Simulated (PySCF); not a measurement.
**Energy of V⁺ (vanadium, charge +1) between two integer charges**

The 3d alpha orbital of [Ar] 3d4 is emptied in steps (occupation f), with all orbitals relaxed, ending at [Ar] 3d3. All numbers are calculated (PySCF 2.14, no relativity, point nucleus, in def2-TZVP (6s4p4d1f, 45 functions)). The exact energy is a straight line in f; departures are measured from the line between the end points of the same method.

```json
{"f": "1", "CAM-B3LYP (eV)": "0.000"}
{"f": "0.75", "CAM-B3LYP (eV)": "-0.483"}
{"f": "0.5", "CAM-B3LYP (eV)": "-0.665"}
{"f": "0.25", "CAM-B3LYP (eV)": "-0.512"}
{"f": "0", "CAM-B3LYP (eV)": "0.000"}
```

```csv
method,E(f=0) − E(f=1) (eV),−ε at f=1 (eV),−ε at f=0.5 (eV)
CAM-B3LYP,15.080,12.637,15.007
```

Orbital energy along the path (eV):

```tsv
f	CAM-B3LYP
1	-12.637
0.75	-13.722
0.5	-15.007
0.25	-16.394
0	-17.877
```

Reference removal energy between the ground levels: 14.634 ± 0.007 eV (measured; NIST Atomic Spectra Database, ionization energies). The calculation has no spin-orbit coupling. The determinant left behind need not be the lowest term of the ion.
